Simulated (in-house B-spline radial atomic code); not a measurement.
Values are calculated unless marked as measured or tabulated.
# Correlation energy from the adiabatic connection: ω²r²/2 − Z/r, ω = 4.41, Z = 1.5

Two electrons in a singlet, external potential ω²r²/2 − Z/r, ω = 4.41, Z = 1.5 (atomic units). Full CI in B-splines (partial waves to l = 8, correlation up to 0.6 % small) with the density held fixed gives W(λ) = <V_ee>_λ − U, and E_c is the integral of W(λ) − W(0) from 0 to 1.

```json
{"λ": "0", "W(λ) − W(0) (hartree)": "0.00000"}
{"λ": "0.02", "W(λ) − W(0) (hartree)": "-0.00188"}
{"λ": "0.05", "W(λ) − W(0) (hartree)": "-0.00467"}
{"λ": "0.12", "W(λ) − W(0) (hartree)": "-0.01113"}
{"λ": "0.25", "W(λ) − W(0) (hartree)": "-0.02282"}
{"λ": "0.4", "W(λ) − W(0) (hartree)": "-0.03587"}
{"λ": "0.6", "W(λ) − W(0) (hartree)": "-0.05257"}
{"λ": "0.8", "W(λ) − W(0) (hartree)": "-0.06850"}
{"λ": "1", "W(λ) − W(0) (hartree)": "-0.08373"}
```

**Question.** Integrate the table by the trapezoid rule.

**Answer.** The strips give -0.00002, -0.00010, -0.00055, -0.00221, -0.00440, -0.00884, -0.01211, -0.01522, which sum to -0.04345 hartree. The direct value, W(1) − W(0) + T_c with T_c = 0.04023, is -0.04350; the curve is convex, so chords lie above it and the trapezoids fall short in size by 0.11 %.

**Question.** Now use only three numbers: W(0) = -1.9156, the initial slope W'(0) = -0.09407 (extrapolated from the first points) and the strong-coupling limit of the point-charge-plus-continuum model, W∞ = -2.6468. What do second-order theory and the interpolation W(λ) = W∞ + (W(0) − W∞)/√(1 + 2χλ) of Seidl, Perdew and Levy give?

**Answer.** Second order keeps the slope alone: E_c = W'(0)/2 = -0.04704, +8 % in size against -0.04350. Matching the slope fixes χ = W'(0)/(W∞ − W(0)) = -0.09407/(-0.73120) = 0.12865. Integrating, with s = √(1 + 2χ) = 1.121295, E_c = −(W(0) − W∞)(s − 1)/(s + 1) = −0.73120 × 0.121295/2.121295 = -0.04181 hartree, -3.9 % in size against the full result. At λ = 1 the formula gives W − W(0) = -0.07910 against -0.08373. Part of the miss can come from the model's W∞.
